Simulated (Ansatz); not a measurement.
Ansatz (a program for electronic structure) input (BHLYP/def2-TZVPD):

Ansatz 0.2 input:
```yaml
crystal:
  periodic: [false, false, false]
  atoms:
    - {symbol: Al, position_ang: [0.00000000, 0.00000000, 0.00000000]}
    - {symbol: Br, position_ang: [0.00000000, 0.00000000, 2.15640065]}
    - {symbol: Br, position_ang: [-0.00000000, -0.00000000, -2.15640065]}
basis:
  gaussian:
    orbitals: def2-TZVPD
hamiltonian:
  xc: {name: BHLYP}
total_charge: 1
output: {forces: true}
```

Output:

```
Functional definition: BHLYP
integrals: 0.10 GiB planned
1302 factors; their error is unknown
mean field: 0.88 GiB planned
mean field evaluation 1: about -146681.4276 eV, gradient 2.5e1 eV
mean field evaluation 2: about -146681.5596 eV, gradient 2.9e1 eV
mean field evaluation 4: about -146683.2363 eV, gradient 6.3e-1 eV
mean field evaluation 8: about -146684.5114 eV, gradient 9.5e-1 eV
mean field evaluation 16: about -146684.5119 eV, gradient 3.1e-5 eV
mean field -146684.51186938 eV, -5390.5563848666 hartree, gradient 3.1e-5 eV, S^2 0.000000; 0 other end points of the search recorded, 0 dependent functions left out
the calculation of the forces begins
reference -146684.51202325 eV, -5390.5563905212 hartree; 41, 41 occupied and 116, 116 virtual orbitals, 1302 factors
Total energy: -146684.51202325 eV, -5390.5563905212 hartree
Atom 0 at     0.000000     0.000000     0.000000 Å, force     0.000000    -0.000000     0.000000 eV/Å
Atom 1 at     0.000000     0.000000     2.156401 Å, force    -0.000000     0.000000    -0.283511 eV/Å
Atom 2 at    -0.000000    -0.000000    -2.156401 Å, force    -0.000000     0.000000     0.283511 eV/Å
Dipole moment:     0.000000    -0.000000     0.000000 e Å
```
